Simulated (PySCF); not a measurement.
Predicted microwave data (PySCF 2.14.0, PBE0-D3(BJ)/def2-SVP geometry optimisation, gas phase) for one isomer of C2H9GeP:

- Rotational constants: A = 5325, B = 1983, C = 1676 MHz
- Dipole components: |μa| = 0.63 D, |μb| = 0.00 D, |μc| = 1.11 D
- Inertial defect: -48.13 u·Å²
- κ: -0.83

**Question.** Which structure is it? (One computed conformer of each.)
A. `[CH3:1][CH2:2][GeH2:3][PH2:4]` with C1–C2–Ge3–P4 58°, C2–Ge3–P4–H -174° and -80°
B. `C[P](C)[GeH3]`

**Answer.** B. It is C[P](C)[GeH3], an asymmetric top, point group Cs. The candidates at the same level (rigid rotor, commonest isotopes):

```json
{"SMILES": "C[CH2][GeH2][PH2]", "A (MHz)": "4410", "B (MHz)": "2284", "C (MHz)": "1642", "μa (D)": "0.98", "μb (D)": "0.16", "μc (D)": "0.50", "Δ (u·Å²)": "-28.12", "point group": "C1", "rotor": "asymmetric top"}
{"SMILES": "C[P](C)[GeH3]", "A (MHz)": "5325", "B (MHz)": "1983", "C (MHz)": "1676", "μa (D)": "0.63", "μb (D)": "0.00", "μc (D)": "1.11", "Δ (u·Å²)": "-48.13", "point group": "Cs", "rotor": "asymmetric top"}
```

`C[CH2][GeH2][PH2]` has A 17 % too low. In the right answer the mirror of this Cs structure is the ac plane, so μb vanishes by symmetry. No structure here is proved a minimum.
